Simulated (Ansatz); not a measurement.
Cartesian coordinates in Å:
```
C -0.093 1.381 -0.472
Ga -0.095 -0.461 0.158
O -1.609 -1.348 0.469
O 1.337 -1.484 0.501
H 0.417 1.454 -1.435
H -1.117 1.737 -0.587
H 0.429 2.026 0.236
H -1.453 -2.245 0.776
H 2.183 -1.059 0.353
```

Charge 0, multiplicity 1.

**Question.** List the r2SCAN/def2-TZVPP orbital energies in eV (Ansatz 0.2.0). (An estimate is asked.)

**Answer.** Ansatz gave: Occupied: -10121.92, -1244.06, -1100.52, -1100.38, -1100.38, -515.29, -515.18, -273.07, -147.80, -100.79, -100.47, -100.44, -25.47, -25.29, -20.43, -20.27, -20.26, -20.18, -19.95, -17.95, -12.48, -11.63, -10.42, -10.36, -9.31, -7.90, -7.75, -7.46, -7.14. Lowest empty: -0.59, -0.42, 1.20, 1.71, 2.55, 3.00, 3.20, 3.72.
